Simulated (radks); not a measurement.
Results of a calculation; reference values are marked as such.
Cs XLIX, configuration [He] 2s2 2p3. Level of theory: scalar-relativistic Kohn-Sham, r2SCAN, spin-polarised, spherical densities, finite nucleus; open shells are filled with parallel spins first (spin-orbit coupling, left out, can overturn this in heavy ions); meta-GGA in the generalised Kohn-Sham scheme; Fermi nuclear charge, rms radius 4.8041 fm (a radial shooting solver on a logarithmic mesh with Libxc functionals). Some entries of the table are withheld. Estimate them.

| orbital | occ. | eigenvalue (hartree) | r(max) (bohr) |
|---|---|---|---|
| 1s up | 1 | -1470.049 | 0.01677 |
| 1s down | 1 | -1468.050 | 0.01676 |
| 2s up | 1 | -340.5753 | 0.09266 |
| 2s down | 1 | -337.5171 | 0.09294 |
| 2p up | 3 | -322.6578 | 0.07382 |
| 2p down | 0 | -318.7819 | 0.07418 |
| 3s up | 0 | (1) | 0.2422 |
| 3s down | 0 | (2) | 0.2408 |
| 3p up | 0 | (3) | (4) |
| 3p down | 0 | (5) | (6) |

Answer. 
(1) 3s up eigenvalue (hartree): -142.0907
(2) 3s down eigenvalue (hartree): -140.3247
(3) 3p up eigenvalue (hartree): -136.6971
(4) 3p up r(max) (bohr): 0.2304
(5) 3p down eigenvalue (hartree): -134.8583
(6) 3p down r(max) (bohr): 0.2293
